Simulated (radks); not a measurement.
Excited configurations of Lu IV: one electron is placed in a higher orbital outside [Xe] 4f13. The ground configuration is [Xe] 4f14. Calculated with a radial shooting solver on a logarithmic mesh with Libxc functionals: scalar-relativistic Kohn-Sham, PBE, spin-unpolarised, spherical densities, point nucleus. Excitation = E - E(ground); binding = E(ion) - E, where the ion is the core of charge +4; n* = 4/sqrt(2 binding) in atomic units, and the quantum defect is n - n*.

| outer orbital | excitation (eV) | binding (eV) | n* | quantum defect | eigenvalue (eV) | <r> (bohr) |
|---|---|---|---|---|---|---|
| 5d | 13.946 | 32.769 | 2.577 | 2.423 | -27.086 | 1.952 |
| 5f | 32.558 | 14.158 | 3.921 | 1.079 | -11.793 | 4.214 |
| 6s | 15.781 | 30.935 | 2.653 | 3.347 | -27.050 | 2.764 |
| 6p | 22.548 | 24.167 | 3.001 | 2.999 | -21.047 | 3.293 |
| 6d | 30.599 | 16.117 | 3.675 | 2.325 | -14.053 | 4.502 |
| 6f | 37.329 | 9.387 | 4.816 | 1.184 | -8.133 | 7.321 |
| 7s | 30.398 | 16.317 | 3.653 | 3.347 | -14.558 | 5.150 |
| 7d | 36.652 | 10.063 | 4.651 | 2.349 | -8.885 | 7.600 |
| 7f | 40.146 | 6.569 | 5.757 | 1.243 | -5.806 | 11.19 |

Estimate the row for 7p.

Answer. excitation (eV) 33.037; binding (eV) 13.679; n* 3.989; quantum defect 3.011; eigenvalue (eV) -12.148; <r> (bohr) 5.919. The Delta-SCF ionisation energy is 46.716 eV (NIST Atomic Spectra Database: 45.25 eV, semi-empirical). Self-interaction in the functional shifts the binding energies and quantum defects, so they are the method's values and not measured ones. Spin polarisation and multiplet splitting are left out, so open shells lie too high by an amount that depends on their filling. Spin-orbit splitting is averaged out at the scalar-relativistic level.

Beside tabulated values, note that spin-unpolarised runs miss the spin-polarisation part of the exchange energy of open shells.
